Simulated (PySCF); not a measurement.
**Potential energy of TeN⁺ along the bond**

Set-up: PySCF, scalar-relativistic core potentials, basis sets Te aug-cc-pVDZ-PP with ECP28, N aug-cc-pVDZ. Energies in eV from Te⁺ + N in their ground configurations at the same level. State: ¹Σ⁺ (singlet), closed shell.

All columns are PBE0. A positive dipole points towards N; it is taken about the centre of mass and depends on that origin.

| R (Å) | E (eV) | μ (D) | Mulliken charge on Te (basis-dependent) | HOMO (eV) | LUMO (eV) | Mayer bond order | ⟨S²⟩ |
| --- | --- | --- | --- | --- | --- | --- | --- |
| 1.540 | -0.401 | -2.50 | 1.60 | -16.49 | -10.22 | 2.53 | 0.00 |
| 1.612 | -1.632 | -2.41 | 1.58 | -16.63 | -10.44 | 2.53 | 0.00 |
| 1.683 | -2.302 | -2.30 | 1.55 | -16.72 | -10.64 | 2.55 | 0.00 |
| 1.737 | -2.536 | -2.21 | 1.52 | -16.77 | -10.79 | 2.58 | 0.00 |
| 1.791 | -2.595 | -2.11 | 1.48 | -16.54 | -10.93 | 2.61 | 0.00 |
| 1.845 | -2.521 | -2.01 | 1.45 | -16.34 | -11.07 | 2.65 | 0.00 |
| 1.916 | -2.268 | -1.86 | 1.39 | -16.08 | -11.24 | 2.70 | 0.00 |
| 2.006 | -1.787 | -1.67 | 1.32 | -15.79 | -11.43 | 2.76 | 0.00 |
| 2.113 | -1.066 | -1.44 | 1.24 | -15.49 | -11.64 | 2.83 | 0.00 |
| 2.257 | -0.010 | -1.13 | 1.13 | -15.15 | -11.87 | 2.89 | 0.00 |

A fit through these points gives, at Re = 1.786 Å, μ = -2.12 D and dμ/dR = 1.90 D/Å; the reduced mass is 12.64 u.

**Question.** How strong is the fundamental in the double-harmonic approximation, I = 42.26·(dμ/dR)²/μred km/mol?

**Answer.** I = 42.26·(1.90)²/12.64 = 12.1 km/mol at PBE0.

Spin–orbit coupling is left out, which matters for elements this heavy, above all for dissociation energies. For an ion De counts to the pair picked by the measured ionisation energies or electron affinities, which need not be the lowest pair at this level.
